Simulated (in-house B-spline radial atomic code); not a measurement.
A fraction x of an electron is removed from 3p in the gallium ion Ga³⁺, starting from [Ar] 3d10 and keeping the highest spin. Level of theory: non-relativistic BHandHLYP, spin-polarised, spherical fractional occupations, point nucleus; calculated with an all-electron radial atomic-structure program (B-spline basis).

Caution: exact exchange at fractional occupations of open shells leaves self-interaction of up to several eV.

| x | E(x) - E(0) (eV) | 3p down level (eV) |
| --- | --- | --- |
| 0 | 0.0000 | -143.567 |
| 0.08 | 11.5416 | -144.974 |
| 0.16 | 23.1962 | -146.394 |
| 0.35 | 51.3350 | -149.814 |
| 0.49 | 72.4878 | -152.376 |
| 0.5 | ? | ? |
| 0.56 | 83.1993 | -153.669 |
| 0.74 | 111.1616 | -157.032 |
| 0.85 | 128.5494 | -159.112 |
| 0.89 | ? | ? |
| 1 | 152.6308 | -161.979 |

**Question.** What belongs in the row x = 0.5?

**Answer.** An energy change of 74.0125 eV; 3p down at -152.560 eV.

**Question.** What belongs in the row x = 0.89?

**Answer.** An energy change of 134.9291 eV; 3p down at -159.873 eV.

**Question.** Check Janak's theorem between x = 0.08 and 0.16.

**Answer.** The slope of the energy is 145.68 eV; the orbital levels give 145.68 eV (-ε of the emptying orbital, averaged over the two points).
